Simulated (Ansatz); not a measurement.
Consider the formal exchange of groups at a Te–C bond: `C=C(C)[TeH]` + `CC[SiH3]` → `CC([SiH3])[TeH]` + `C=CC`.

Gas-phase electronic energies from Ansatz, PBE0-D4/def2-TZVP geometries. CCSD(T)/CBS is the MP2 limit (def2-TZVPP, def2-QZVPP) plus CCSD(T) − MP2 in def2-TZVPP, frozen cores. DFT in def2-TZVPP. B3LYP here is the variant with VWN-RPA as its local correlation; programs differ in this. Elements past krypton have def2 core potentials. For Te outer-core shells are correlated without core-valence functions, which leaves a few kJ/mol of doubt a bond.

| level | ΔE (kcal/mol) |
| --- | --- |
| ωB97X-V | 0.4 |
| B3LYP | 1.2 |

**Question.** What does CCSD(T)/CBS give? (Best estimate.)

**Answer.** The calculation gave: -0.6 kcal/mol. The listed levels differ from it by 1.0, 1.8 kcal/mol.

Largest T1 diagnostic among the species: 0.011.

The D4 term adds −0.8 kcal/mol with B3LYP and −0.4 kcal/mol with PBE0; it sums over pairs of atoms, weighted by their polarisabilities, and B3LYP, whose exchange is more repulsive, gets the larger term.
